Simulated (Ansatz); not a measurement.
Mulliken charges of CH5ClNSTa (`[CH3][Ta]([NH2])(=[S])[Cl]`) from ωB97M-V/def2-TZVPP in Ansatz (PBE0-D4/def2-TZVP geometry).

| atom | x (Å) | y (Å) | z (Å) | charge (e) |
| --- | --- | --- | --- | --- |
| C1 | -1.429 | -0.610 | -0.017 | -0.539 |
| Ta2 | 0.349 | 0.447 | -0.572 | 0.657 |
| N3 | 1.595 | 0.178 | 0.905 | -0.360 |
| S4 | 1.140 | -0.606 | -2.276 | -0.219 |
| Cl5 | -0.233 | 2.645 | -0.951 | -0.228 |
| H6 | -1.853 | -0.180 | 0.899 | 0.121 |
| H7 | -1.249 | -1.675 | 0.150 | 0.142 |
| H8 | -2.170 | -0.515 | -0.819 | 0.139 |
| H9 | 1.492 | 0.635 | 1.803 | 0.132 |
| H10 | 2.442 | -0.370 | 0.881 | 0.155 |

By hand: the dipole of these point charges (1 e Å = 4.8032 D).

Σ q r = (0.101, -0.217, 0.414) e Å, of length 0.478 e Å = 2.30 D.

How does the dipole of the full density compare? (Best estimate.)

Ansatz gave: (0.044, 0.004, 0.790) e Å, 3.80 D; the point charges give 0.61 times that, at 29° from its direction.

Point charges leave out the atoms' own dipoles, such as those of lone pairs, and Mulliken's split depends on the basis, so the two needn't agree.
